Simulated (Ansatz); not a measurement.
Reaction (ligand exchange at the Si–N bond): `[SiH3]N[SiH3]` + `[NH2][In]([OH])[SH]` → `[NH2][In]([SH])[O][SiH3]` + `N[SiH3]`

Program: Ansatz. Geometries: PBE0-D4/def2-TZVP. ΔE: electronic, gas phase. CCSD(T)/CBS adds triple-zeta CCSD(T) − MP2 to the extrapolated MP2 energy (def2 sets, frozen cores). This one scheme is used for every species. Functionals use def2-TZVPP. def2 core potentials past Kr. For In outer-core shells are correlated without core-valence functions, which leaves a few kJ/mol of doubt a bond. One conformer a species, not always the lowest.

```
             level  ΔE (eV)
      CAM-B3LYP-D4    -0.56
              PBE0    -0.50
SCS-MP2/def2-TZVPP    -0.57
CCSD(T)/def2-TZVPP    -0.55
```

(1) What does CCSD(T)/CBS give? (Estimate.)

Largest T1 diagnostic among the species: 0.015.

## Answers

(1) The calculation gave: -0.55 eV. The listed levels differ from it by -0.01, 0.05, -0.02, 0.00 eV.

In def2-TZVPP, CCSD(T) changes the Hartree–Fock value by +0.11 eV (the triples alone add +0.01 eV) and MP2 by +0.11 eV. Leaving LDA and LC-ωPBE aside and taking each functional with its dispersion term where it has one, the values, not all of them listed here, spread over 0.17 eV, from BHLYP-D4 to revPBE-D4. From PBE to PBE0 (25 % exact exchange), in def2-TZVPP and without D4, ΔE moves by −0.04 eV.
